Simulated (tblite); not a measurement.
Isomers of C5H5O2 (doublet state). Computed with GFN2-xTB (tblite): harmonic, unscaled wavenumbers at the GFN2-xTB geometry, gas phase. This tight-binding method is rough: wavenumbers can miss measured ones by several per cent, in bad cases by 10 to 20. One conformer each. Open shells enter through the occupations alone, without spin polarisation, and single modes of such species can be off by tens of per cent.

Electronic energies: GFN2-xTB at the same geometries; isomer energies are rough at this level and their order can be wrong.

```tsv
SMILES	electronic energy, lowest = 0 (kJ/mol)
C#C[CH]COC=O	208.6
[H]/[C]=C(/C=O)CC=O	309.6
[CH2]C1=COC(=O)C1	0.0
```

How do GFN2-xTB zero-point energies change the relative energies?

| SMILES | ZPE (kJ/mol) | of it from modes above 1550 cm⁻¹ | electronic (kJ/mol) | with ZPE, lowest = 0 (kJ/mol) | lowest mode (cm⁻¹) | rings |
| --- | --- | --- | --- | --- | --- | --- |
| [CH2]C1=COC(=O)C1 | 226.1 | 103.2 | 0.0 | 0.0 | 127 | 1 |
| C#C[CH]COC=O | 216.3 | 113.8 | 208.6 | 198.8 | 19 | 0 |
| [H]/[C]=C(/C=O)CC=O | 216.2 | 120.0 | 309.6 | 299.7 | 49 | 0 |

The zero-point energies span 9.9 kJ/mol, from `[H]/[C]=C(/C=O)CC=O` to `[CH2]C1=COC(=O)C1`. The order is unchanged.
